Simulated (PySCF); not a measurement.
Computed properties of Si(H)(Cl)(NH2)2 (ClH₅N₂Si), SMILES N[SiH](Cl)N

Si(H)(Cl)(NH2)2 (ClH5N2Si), SMILES N[SiH](N)Cl. Coordinates come from a PBE0-D3(BJ)/def2-SVP optimisation. One conformer was computed; it need not be the lowest. All values are computed for the isolated molecule unless a solvent is named; none is compared with measurement here.

**Structure.** All 21 harmonic modes at PBE0-D3(BJ)/def2-SVP (PySCF) are real, so it is a minimum. With heavy atoms numbered as in [SiH:1]([NH2:2])([NH2:3])[Cl:4], the shortest bond between them is Si1–N3 at 1.709 Å and the longest Si1–Cl4 at 2.090 Å.

**Vibrations.** The strongest infrared lines (harmonic, unscaled, degenerate partners summed) lie at 894 cm⁻¹ (253 km/mol, H 56 %, Si 25 %, N 19 %), 967 cm⁻¹ (242 km/mol, H 42 %, Si 36 %, N 22 %), 339 cm⁻¹ (182 km/mol, H 73 %, N 22 %). The softest mode is at 202 cm⁻¹ and the zero-point energy is 39.7 kcal/mol.

**Electronic structure.** HF/def2-TZVP (PySCF) places the frontier levels at -11.29 and 3.53 eV, a gap of 14.82 eV, and gives a dipole moment of 2.15 D and a mean polarisability of 46.8 bohr³.

**Excitations.** TDDFT-M06-2X/def2-SVPD (PySCF) has S1 at 7.05 eV (176 nm, f = 0.030, weak); the most intense of the 10 singlets computed lies at 8.41 eV (f = 0.08). T1 (TDA) is at 6.79 eV. No vertical singlet excitation falls in the visible range (under 3.1 eV).

**NMR.** GIAO shifts at B3LYP/pcSseg-1 (PySCF) (non-relativistic, atoms alike by connectivity averaged): ¹H from 1.1 to 5.5 ppm against TMS; ²⁹Si at -26.3 ppm against TMS. Without spin–orbit terms, shifts of atoms bonded to Cl or Br come out too high.
